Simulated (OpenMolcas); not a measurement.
**Ne4+: the spin-orbit constant, Slater's ratio, worked from levels**

```yaml
Program: OpenMolcas
Basis: ANO-RCC-VTZP [4s3p2d1f]
Scalar_Hamiltonian: DKH2, point nucleus
Active_space: 4 electrons in 8 orbitals (2s 2p 3s 3p)
State_averaging: 2S+1 = 3 even, 3 roots; 2S+1 = 1 even, 6 roots; 2S+1 = 5 odd, 1 root; 2S+1 = 3 odd, 9 roots; 2S+1 = 1 odd, 8 roots
Spin-orbit_coupling: state interaction with AMFI integrals over the reference wave functions, term energies averaged over their components
```

Methods: CASSCF; SS-CASPT2, IPEA 0.25 Eh, imaginary shift 0.1 Eh (closed shells correlated: 1s). Measured levels: NIST levels in Podobedova, Fuhr, Reader and Wiese, J. Phys. Chem. Ref. Data 33, 525 (2004).

**The spin-orbit constant.** For the Hund term 3P of p2, E(J) = (A/2) J(J+1) + constant and ζ = 2S·A = 2A. From J = 0 to J = 2 the energy changes by 3 A.

```json
{"Source": "CASSCF", "E(2) - E(0)": "1157.5", "A": "385.8", "ζ": "772"}
{"Source": "SS-CASPT2", "E(2) - E(0)": "1155.5", "A": "385.2", "ζ": "770"}
{"Source": "measured", "E(2) - E(0)": "1110.1", "A": "370.0", "ζ": "740"}
```

All in cm-1. SS-CASPT2 is off by +4.1 % and CASSCF by +4.3 %. Both methods take the spin-orbit matrix elements from the reference wave functions, so the second can move ζ only through the term energies and any multistate remixing. Second-order mixing with other terms is absorbed into this ζ.

**Slater's ratio.** With one set of orbitals, p2 has 1D - 3P = 6 F2 and 1S - 1D = 9 F2 (F2 = F²/25), a ratio of 3/2. Term energies are centres of gravity, weighted by 2J + 1.

| Source | 1D - 3P | 1S - 3P | F2 from the first | Ratio |
| --- | --- | --- | --- | --- |
| CASSCF | 32133 | 58706 | 5356 | 0.827 |
| SS-CASPT2 | 30087 | 63278 | 5014 | 1.103 |
| measured | 29537 | 63159 | 4923 | 1.138 |

Energies in cm-1. A ratio away from 3/2 shows effects beyond one configuration with one set of orbitals, and in heavier atoms second-order spin-orbit shifts. In CASSCF the valence s occupation is 1.89 in 1S against 1.97 in 1D: mixing out of s² acts most on 1S and pulls it down.

Active for correlation alone: 3p 3s; no level in the range computed is led by a configuration that fills them, so any true level of that kind is missing. Computed and measured levels are paired by configuration, term and J; levels that our copy of the source lacks, or whose pairing is in doubt (as where it misses far off the trend of its configuration), stay unpaired and out of the deviations. Levels of configurations outside the active space are missing.
